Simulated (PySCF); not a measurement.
Ionisation energy of Sn⁺ by level of theory

Sn⁺ [Kr] 4d10 5s2 5p1 (2P) → Sn²⁺ [Kr] 4d10 5s2 (1S), as a difference of total energies. Calculation: PySCF 2.14, in dyall-av2z; the non-relativistic Hamiltonian (point nucleus). Correlated levels: valence: [Kr] 4d10 frozen; virtual orbitals above 40 to 60 times the deepest correlated orbital energy dropped. The calculations carry no spin-orbit coupling.

| method | ionisation energy (eV) | plus first-order spin-orbit estimate | difference from reference of that sum (eV) |
| --- | --- | --- | --- |
| UHF | 13.702 | 13.957 | -0.676 |
| LDA | 14.361 | 14.616 | -0.017 |
| PBE | 14.185 | 14.440 | -0.193 |
| PBE0 | 14.221 | 14.475 | -0.158 |
| r2SCAN | 14.331 | 14.586 | -0.047 |
| TPSS | 14.157 | 14.412 | -0.221 |
| M06-2X | 14.113 | 14.368 | -0.265 |
| B97-3 | 14.009 | 14.264 | -0.369 |
| MP2 (valence) | 13.844 | 14.098 | -0.535 |
| SCS-MP2 (valence) | 13.826 | 14.081 | -0.552 |

Reference: 14.633 eV (measured; NIST Atomic Spectra Database, ionization energies).

A first-order spin-orbit estimate (lowest level to lowest level, LS coupling) adds 0.255 eV.

These non-relativistic numbers lack the scalar-relativistic shift.
